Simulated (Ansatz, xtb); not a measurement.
# C5H4BF3S: which of two isomers lies lower

Structure I: `Bc1cc(C(F)(F)F)cs1`, a singlet. Structure II: `Bc1ccsc1C(F)(F)F`, a singlet. Both are isolated molecules in the gas phase, relaxed with B3LYP/def2-SVP; the shapes shown needn't be the lowest conformers.

I (Å):

```xyz
14

C     1.4398    2.6537   -0.0921
C     0.4329    1.7391    0.2003
C     0.8487    0.6828    1.0483
C    -0.0580   -0.4219    1.5090
C     2.1805    0.7867    1.4082
B     1.3697    3.9047   -0.9610
F    -0.6030   -1.0772    0.4684
F    -1.0785    0.0521    2.2466
F     0.5992   -1.3227    2.2586
S     2.9174    2.1638    0.7165
H     0.3243    4.1883   -1.4912
H     2.3374    4.6056   -1.1208
H    -0.5791    1.8389   -0.1961
H     2.7359    0.1025    2.0485
```

II (Å):

```xyz
14

C     0.9498    1.5219   -0.0573
C     0.7233    0.3177   -0.8138
C     0.4980   -0.7892   -0.0412
C     0.8806    1.2474    1.3081
C     1.0553    2.2111    2.4518
B     1.2263    2.9030   -0.6842
F     0.1450    3.1963    2.4190
F     2.2674    2.7864    2.4401
F     0.9215    1.5789    3.6334
S     0.5528   -0.4098    1.6454
H     1.2605    3.0029   -1.8863
H     1.4073    3.8767   -0.0038
H     0.7316    0.2957   -1.9048
H     0.3018   -1.8125   -0.3594
```

Quicker runs give these differences E(II) − E(I): GFN2-xTB +4.8 kcal/mol; HF/STO-3G +4.7 kcal/mol (at GFN2-xTB geometries); r2SCAN-D4/def2-SVP +6.6 kcal/mol (at GFN2-xTB geometries).

Task: Estimate E(II) − E(I) at the level CCSD(T)/def2-SVP + ΔMP2/def2-TZVPP.

Result: Calculated at CCSD(T)/def2-SVP + ΔMP2/def2-TZVPP: E(II) − E(I) = +6.7 kcal/mol, so structure I lies lower.

The same difference at several levels:

```json
{"level": "GFN2-xTB", "geometry": "GFN2-xTB", "E(II) − E(I) (kcal/mol)": "+4.8", "departure from the last row (kcal/mol)": "−1.9", "job, with rough time for the two": "optimisation, 0.19 s"}
{"level": "HF/STO-3G", "geometry": "GFN2-xTB", "E(II) − E(I) (kcal/mol)": "+4.7", "departure from the last row (kcal/mol)": "−1.9", "job, with rough time for the two": "single point, 1.1 s"}
{"level": "r2SCAN-D4/def2-SVP", "geometry": "GFN2-xTB", "E(II) − E(I) (kcal/mol)": "+6.6", "departure from the last row (kcal/mol)": "−0.1", "job, with rough time for the two": "single point, 13 s"}
{"level": "B3LYP/def2-SVP", "geometry": "B3LYP/def2-SVP", "E(II) − E(I) (kcal/mol)": "+7.0", "departure from the last row (kcal/mol)": "+0.4", "job, with rough time for the two": "optimisation, 3.2 min"}
{"level": "HF/def2-SVP", "geometry": "B3LYP/def2-SVP", "E(II) − E(I) (kcal/mol)": "+8.1", "departure from the last row (kcal/mol)": "+1.4", "job, with rough time for the two": "part of the CCSD(T) run"}
{"level": "MP2/def2-SVP", "geometry": "B3LYP/def2-SVP", "E(II) − E(I) (kcal/mol)": "+6.3", "departure from the last row (kcal/mol)": "−0.4", "job, with rough time for the two": "part of the CCSD(T) run"}
{"level": "CCSD(T)/def2-SVP", "geometry": "B3LYP/def2-SVP", "E(II) − E(I) (kcal/mol)": "+6.5", "departure from the last row (kcal/mol)": "−0.2", "job, with rough time for the two": "single point"}
{"level": "CCSD(T)/def2-SVP + ΔMP2/def2-TZVPP", "geometry": "B3LYP/def2-SVP", "E(II) − E(I) (kcal/mol)": "+6.7", "departure from the last row (kcal/mol)": "", "job, with rough time for the two": "single point, 9 min"}
```

As drawn, both hold the same kinds of bond in the same numbers.

None of the levels shown reverses the order. The largest departure from CCSD(T)/def2-SVP + ΔMP2/def2-TZVPP is that of HF/STO-3G, 1.9 kcal/mol. The last row adds to CCSD(T) the change of the MP2 difference between the two basis sets, here +0.2 kcal/mol.

With thermal terms from frequencies at re-optimised GFN2-xTB minima (ideal gas, soft modes damped towards free rotors, one conformer each, 298.15 K, 1 atm): on the last row, ΔE + ΔZPE = +6.6, ΔH = +6.6, ΔG = +6.8 kcal/mol.

The correlated steps freeze 14 core orbitals. Codes used: Ansatz 0.2.0, xtb 6.7.1; the last row on 2 threads of Arm Neoverse V1 on a shared host.
